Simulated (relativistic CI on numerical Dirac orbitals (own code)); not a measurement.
Slater and spin-orbit integrals, Lu46+

Computed by Dirac-Coulomb-Breit CI, KLI orbitals optimised for each configuration, model QED (radiative potential, 1s self-energy scaled to tabulated hydrogen-like ionisation energies), unscaled Slater integrals (own radial code, finite nucleus).

Slater integrals F^k, G^k are unscaled and averaged over j, outside the closed core [Ne]; ζ comes from projecting the Hamiltonian with its Breit term on Σ l·s of the shell.

- 3s2.3p6.3d7: F^2(3d,3d) = 560870, F^4(3d,3d) = 361930, ζ(3d) = 182280 cm⁻¹; <r>(3d) = 0.1817, <r^2>(3d) = 0.03835 (bohr units).
- 3s2.3p5.3d8: ζ(3p) = 1.3887e+06, F^2(3d,3d) = 560000, F^4(3d,3d) = 361330, F^2(3p,3d) = 487960, G^1(3p,3d) = 523340, G^3(3p,3d) = 348100, ζ(3d) = 180760 cm⁻¹; <r>(3p) = 0.2025, <r^2>(3p) = 0.04751, <r>(3d) = 0.182, <r^2>(3d) = 0.03846 (bohr units).
- 3s2.3p4.3d9: F^2(3p,3p) = 484370, ζ(3p) = 1.3878e+06, F^2(3p,3d) = 487540, G^1(3p,3d) = 523340, G^3(3p,3d) = 347970, ζ(3d) = 179250 cm⁻¹; <r>(3p) = 0.2027, <r^2>(3p) = 0.04759, <r>(3d) = 0.1822, <r^2>(3d) = 0.03857 (bohr units).

Question: Give the Racah parameters of the d shell in 3s2.3p6.3d7.

Answer: B = F²/49 − 5F⁴/441 = 7343 cm⁻¹ and C = 35F⁴/441 = 28724 cm⁻¹.

Averages of the first 10 configurations, taken without configuration mixing, which lowers the lowest level and can move excited configurations by several eV; other configurations of the list can lie among them:

| Configuration | Parity | States | Average energy above the lowest level (eV) |
| --- | --- | --- | --- |
| 3s2.3p6.3d7 | even | 120 | 79.7 |
| 3s2.3p5.3d8 | odd | 270 | 537.8 |
| 3s2.3p4.3d9 | even | 150 | 1003.8 |
| 3s.3p6.3d8 | even | 90 | 929.5 |
| 3p6.3d9 | even | 10 | 1789.8 |
| 3s.3p5.3d9 | odd | 120 | 1386.1 |
| 3s2.3p6.3d6.4s | even | 420 | 1646.4 |
| 3s2.3p6.3d6.4p | odd | 1260 | 1793.9 |
| 3s2.3p4.3d8.4s | even | 1350 | 2552.2 |
| 3s2.3p6.3d6.4d | even | 2100 | 1966.9 |
